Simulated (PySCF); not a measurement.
# NMR parameters from quadrupole coupling constants

Compound: C4H11NSi.
Atom-mapped SMILES: `[CH3:1][CH2:2][CH2:3]/[CH:4]=[N:5]/[SiH3:6]` (hydrogens: H7, H8, H9 on C1; H10, H11 on C2; H12, H13 on C3; H14 on C4; H15, H16, H17 on Si6)

Structure used (PBE0-D3(BJ)/def2-SVP), in Å, numbered top down from 1:
```xyz
17
C4H11NSi angstrom
C      2.1255    0.8814    1.0640
C      1.9808    0.5071   -0.4028
C      0.8436   -0.4814   -0.6672
C     -0.5034    0.0985   -0.3655
N     -1.3261   -0.4241    0.4426
Si    -2.9034    0.2350    0.8188
H      1.2095    1.3523    1.4550
H      2.9553    1.5873    1.2184
H      2.3206   -0.0083    1.6835
H      1.8187    1.4172   -1.0078
H      2.9217    0.0680   -0.7724
H      0.9637   -1.4010   -0.0736
H      0.8530   -0.7671   -1.7350
H     -0.7226    1.0474   -0.9136
H     -3.9405   -0.7827    0.4800
H     -3.1902    1.5050    0.0666
H     -2.9659    0.5071    2.2847
```

Computed at PBE0/pcSseg-1 (PySCF, non-relativistic):

```
atom   environment  nucleus  spin I    Q (b)  CQ = χzz (MHz)      η
  N5  C=N nitrogen      14N       1  0.02044          -4.569  0.652
```

**Question.** Recover the principal values of the field gradient from CQ = 234.96 MHz × Q × Vzz, η = (Vxx − Vyy)/Vzz and a zero trace.

**Answer.** The tensor is traceless, so η fixes the two smaller values:

| atom | Vxx (au) | Vyy (au) | Vzz (au) | Vzz (10²¹ V/m²) |
| --- | --- | --- | --- | --- |
| N5 | 0.165 | 0.786 | -0.951 | -9.24 |

**Question.** PQ = |CQ|√(1 + η²/3), νQ = 3|CQ|/[2I(2I − 1)], ν0 = |g|·7.62259 MHz/T·B with g(14N) = 0.40376: values at 18.8 T?

**Answer.** 
| atom | PQ (MHz) | νQ (MHz) | ν0 (MHz) | νQ/ν0 |
| --- | --- | --- | --- | --- |
| N5 | 4.882 | 6.854 | 57.86 | 0.118 |

For N5: PQ = 4.569 × 1.0685, νQ = 4.569 × 1.5000, ν0 = 3.0777 MHz/T × 18.8 T.

**Question.** A static spin 1 shows, to first order, a doublet split by νQ with the field along z of the gradient, and by (3/4)|CQ|(1 + η) and (3/4)|CQ|(1 − η) along y and x. Give the last two for 14N.

**Answer.** N5: 5.662 and 1.192 MHz.

**Question.** Take a correlation time of 4 ps, isotropic tumbling and extreme narrowing. What quadrupolar relaxation rates and linewidths follow?

**Answer.** 1/T1 = 1/T2 = (3π²/10)(2I + 3)/[I²(2I − 1)] × PQ² × τc; the width is 1/(πT2).

| site | spin factor (2I + 3)/[I²(2I − 1)] | 1/T1 (s⁻¹) | T1 (ms) | linewidth (Hz) |
| --- | --- | --- | --- | --- |
| 14N at N5 | 5.000 | 1410 | 0.708 | 449 |

The structure is a single PBE0-D3(BJ)/def2-SVP conformer in the gas phase; no vibrational or solvent corrections. The basis is small and wasn't made for field gradients, so the couplings can be 20 % off.

These values come from a run that also computed NMR shieldings. Hardware: one thread, x86-64 server, no GPU (shared host). Cost: 14 s.
